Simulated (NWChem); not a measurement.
# C2H8Si2; SMILES C=C[SiH2][SiH3]

```xyz
12

C      0.5943     2.5510    -0.3022
C      0.2402     1.5410     0.5014
Si    -0.8240     0.0969    -0.0386
Si     0.4175    -1.9003    -0.0120
H      1.2337     3.3708     0.0443
H      0.2600     2.6074    -1.3444
H      0.6124     1.5482     1.5350
H     -1.9952    -0.0671     0.8812
H     -1.3333     0.3540    -1.4227
H      1.5423    -1.8274    -0.9955
H     -0.4474    -3.0706    -0.3609
H      0.9951    -2.1290     1.3498
```
Atoms are numbered in this order, from 1.

Level: PBE0/def2-SVP (NWChem), optimised geometry, unscaled harmonic frequencies. 

```json
[
 {"frequency (cm⁻¹)": "65", "IR intensity (km/mol)": "0.1"},
 {"frequency (cm⁻¹)": "98", "IR intensity (km/mol)": "0.0"},
 {"frequency (cm⁻¹)": "141", "IR intensity (km/mol)": "1.2"},
 {"frequency (cm⁻¹)": "267", "IR intensity (km/mol)": "1.0"},
 {"frequency (cm⁻¹)": "364", "IR intensity (km/mol)": "16.7"},
 {"frequency (cm⁻¹)": "418", "IR intensity (km/mol)": "1.1"},
 {"frequency (cm⁻¹)": "449", "IR intensity (km/mol)": "14.2"},
 {"frequency (cm⁻¹)": "545", "IR intensity (km/mol)": "13.6"},
 {"frequency (cm⁻¹)": "596", "IR intensity (km/mol)": "5.5"},
 {"frequency (cm⁻¹)": "680", "IR intensity (km/mol)": "9.5"},
 {"frequency (cm⁻¹)": "742", "IR intensity (km/mol)": "14.5"},
 {"frequency (cm⁻¹)": "784", "IR intensity (km/mol)": "377.3"},
 {"frequency (cm⁻¹)": "874", "IR intensity (km/mol)": "104.6"},
 {"frequency (cm⁻¹)": "917", "IR intensity (km/mol)": "23.3"},
 {"frequency (cm⁻¹)": "934", "IR intensity (km/mol)": "34.3"},
 {"frequency (cm⁻¹)": "939", "IR intensity (km/mol)": "79.6"},
 {"frequency (cm⁻¹)": "988", "IR intensity (km/mol)": "33.2"},
 {"frequency (cm⁻¹)": "1013", "IR intensity (km/mol)": "7.3"},
 {"frequency (cm⁻¹)": "1041", "IR intensity (km/mol)": "9.8"},
 {"frequency (cm⁻¹)": "1272", "IR intensity (km/mol)": "0.1"},
 {"frequency (cm⁻¹)": "1417", "IR intensity (km/mol)": "12.9"},
 {"frequency (cm⁻¹)": "1684", "IR intensity (km/mol)": "4.8"},
 {"frequency (cm⁻¹)": "2208", "IR intensity (km/mol)": "83.8"},
 {"frequency (cm⁻¹)": "2217", "IR intensity (km/mol)": "40.9"},
 {"frequency (cm⁻¹)": "2218", "IR intensity (km/mol)": "37.1"},
 {"frequency (cm⁻¹)": "2228", "IR intensity (km/mol)": "130.3"},
 {"frequency (cm⁻¹)": "2231", "IR intensity (km/mol)": "130.7"},
 {"frequency (cm⁻¹)": "3140", "IR intensity (km/mol)": "9.1"},
 {"frequency (cm⁻¹)": "3158", "IR intensity (km/mol)": "3.3"},
 {"frequency (cm⁻¹)": "3237", "IR intensity (km/mol)": "5.2"}
]
```

The zero-point energy is 52.7 kcal/mol. The thermal correction to the enthalpy at 298.15 K (with zero-point energy) is 57.9 kcal/mol. The heat capacity Cv comes out as 25.7 cal/(mol K), the entropy at 298.15 K and 1 atm (symmetry number 1) is 83.7 cal/(mol K) and the dipole moment is 0.82 D.

Rigid rotor and harmonic oscillator; modes under 100 cm⁻¹ make the entropy uncertain.
